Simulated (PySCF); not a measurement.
**Shapes and spin states of IMoN**

Level of theory: PySCF, PBE0, basis Mo def2-SVP with ECP28, N def2-SVP, I def2-SVP with ECP28 (scalar-relativistic core potentials, no spin–orbit coupling, density fitting).

Relaxations began from a few typed shapes and spin states; open shells are unrestricted. The search is not exhaustive: other isomers or separated fragments can lie lower, and high-lying points may rest on an excited occupation.

Task: Order these stationary points by electronic energy, lowest first, in kJ/mol from the lowest minimum.
A. triplet C∞v: Mo–I 2.769 Å, Mo–N 1.611 Å; I–Mo–N 180.0°
B. singlet (closed shell, unstable to spin polarisation) Cs: Mo–I 2.636 Å, Mo–N 1.602 Å; I–Mo–N 114.9°
C. singlet (closed shell, unstable to spin polarisation) C∞v: Mo–I 2.770 Å, Mo–N 1.601 Å; I–Mo–N 180.0°
D. triplet Cs: Mo–I 2.668 Å, Mo–N 1.609 Å; I–Mo–N 116.9°

Result: D (0.0), A (27.0), B (94.7), C (132.3).

Task: Which of them are minima?

Result: By energy in kJ/mol, 0.0: minimum; 27.0: saddle point, 2 imaginary modes; 94.7: minimum of the closed-shell surface only; 132.3: saddle point, 2 imaginary modes.

Formally Mo is in oxidation state +4, d2, with 2 unpaired electrons (the high-spin count). The Mulliken spin on Mo is 2.39. The polar-tensor charge on Mo, 1.16, is far below the formal one.

For the lowest minimum: open d and f shells are described by one determinant, and the ground state may have another occupation or spin. Spin–orbit coupling, left out here, can matter for elements this heavy.
